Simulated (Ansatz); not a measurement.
## BrClHSi2+: where a starting geometry ends

The starting geometry of this gas-phase singlet was optimised with GFN2-xTB.

```xyz
5

Br   -4.3822    3.1001    2.7948
Cl   -2.8218    0.6275   -1.0003
Si   -2.4056    2.3712   -0.1428
Si   -4.5609    2.9208    0.5807
H    -0.9368    2.5188   -0.2010
```

Question: Predict what it relaxes into with B3LYP/6-31G*.

Answer: A new bond forms, giving a structure with Br1 bridging Si4 and Si3, given below by its coordinates. Contacts that close: Br1–Si3 (3.61 → 2.46 Å).

The energy falls by 0.71 eV over 16 steps:

```tsv
step	E − E(last) (eV)
1	0.706
3	0.391
4	0.364
6	0.338
8	0.304
9	0.261
11	0.119
13	0.004
14	0.000
16	0.000
```

Final geometry (Å):

```xyz
5

Br   -3.6405    2.4761    2.2374
Cl   -2.7215    0.4062   -0.6979
Si   -2.6891    2.3129   -0.0276
Si   -4.7325    3.4994    0.3594
H    -1.3238    2.8437    0.1599
```

Frequencies at the end are all real (lowest 111 cm⁻¹). Run with Ansatz 0.2.0, 39 s on 2 threads of Intel(R) Xeon(R) Platinum 8375C CPU @ 2.90GHz (Ice Lake) (shared host).
